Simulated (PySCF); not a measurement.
Geometry:
```
atom   x (Å)   y (Å)   z (Å)
  N1   2.256  -1.161  -0.159
  C2   1.189  -0.603   0.204
  C3  -0.049  -1.435   0.354
  C4  -1.190  -0.847  -0.478
  C5  -1.426   0.613  -0.106
  C6  -0.155   1.424  -0.333
  C7   0.996   0.861   0.504
  H8   3.061  -0.543  -0.246
  H9   0.171  -2.458   0.047
 H10  -0.339  -1.443   1.408
 H11  -0.934  -0.915  -1.538
 H12  -2.099  -1.430  -0.315
 H13  -2.239   1.024  -0.708
 H14  -1.719   0.680   0.945
 H15  -0.322   2.472  -0.071
 H16   0.116   1.381  -1.391
 H17   0.756   0.970   1.566
 H18   1.918   1.416   0.305
```

Geometry: GFN2-xTB; GIAO shifts from PySCF, gas phase, non-relativistic, averaged over equivalent atoms.

At PBE0/pcseg-1 (153 basis functions, 17 s wall time on 1 thread of an Arm Neoverse V2, shared host):
```csv
atoms,δ (ppm)
N1,323.9
C2,185.8
C7,46.6
C3,43.8
C4,33.4
C6,33.3
C5,31.4
H8,9.93
H9/H10,2.39
H17/H18,2.14
H11/H12,1.75
H15/H16,1.69
H13/H14,1.59
```

Referencing at the same level of theory: ¹⁵N (270.91 ppm) vs NH3; ¹³C (196.96 ppm) and ¹H (31.87 ppm) against TMS.

Q: What do these become at PBE0/pcSseg-1?

A: 
```json
{"atoms": "N1", "δ at PBE0/pcSseg-1": "341.5", "change": "+17.6"}
{"atoms": "C2", "δ at PBE0/pcSseg-1": "183.3", "change": "-2.5"}
{"atoms": "C7", "δ at PBE0/pcSseg-1": "45.5", "change": "-1.1"}
{"atoms": "C3", "δ at PBE0/pcSseg-1": "42.6", "change": "-1.2"}
{"atoms": "C4", "δ at PBE0/pcSseg-1": "32.1", "change": "-1.3"}
{"atoms": "C6", "δ at PBE0/pcSseg-1": "32.1", "change": "-1.2"}
{"atoms": "C5", "δ at PBE0/pcSseg-1": "30.2", "change": "-1.2"}
{"atoms": "H8", "δ at PBE0/pcSseg-1": "10.08", "change": "+0.15"}
{"atoms": "H9/H10", "δ at PBE0/pcSseg-1": "2.36", "change": "-0.03"}
{"atoms": "H17/H18", "δ at PBE0/pcSseg-1": "2.12", "change": "-0.02"}
{"atoms": "H11/H12", "δ at PBE0/pcSseg-1": "1.74", "change": "-0.01"}
{"atoms": "H15/H16", "δ at PBE0/pcSseg-1": "1.68", "change": "-0.01"}
{"atoms": "H13/H14", "δ at PBE0/pcSseg-1": "1.58", "change": "-0.01"}
```

Chemical shifts δ = σref − σ; ¹⁵N (267.73 ppm) vs NH3; ¹³C (186.93 ppm), ¹H (31.72 ppm) against TMS, all at this level.

The largest change is at N1 (imine nitrogen). Cost: 174 basis functions, 25 s wall time on 1 thread of an x86-64 server CPU, shared host. The order of the carbon signals changes between the two levels.

Experimental scales use liquid or dissolved standards, which lie at an offset from isolated NH3 (liquid NH3: subtract about 20 ppm). Unscaled 15N shifts of sp2 nitrogen often come out too high even then, by a few to some tens of ppm.
